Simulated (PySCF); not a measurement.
BiH3O3, SMILES [OH][Bi]([OH])[OH]. The structure is a stationary point at r2SCAN-D4/def2-SVP. The def2 effective core potentials stand for the cores of Bi; spin–orbit coupling is left out. One conformer was computed; it need not be the lowest.

Calculation: PySCF with r2SCAN-D4/def2-SVP.

Harmonic wavenumbers (cm⁻¹): 116, 116, 167, 284, 284, 378, 552, 552, 575, 822, 822, 844, 3775, 3776, 3776. Rotational constants (GHz): 3.688, 3.688, 3.146; symmetry number 3.

Q: Work out the zero-point energy and the ideal-gas rigid-rotor harmonic-oscillator thermochemistry at 298.15 K and 1 atm.

A: ZPE = ½ Σ hcν = ½ × 16839 cm⁻¹ = 100.72 kJ/mol. H − E(el) = 121.13 kJ/mol. Entropy in J/(mol K): translation 178.10, rotation 101.41, vibration 62.73, total 342.23. G − E(el) = 19.10 kJ/mol. Cp = 99.57 J/(mol K). Modes under 150 cm⁻¹ make the vibrational entropy uncertain.
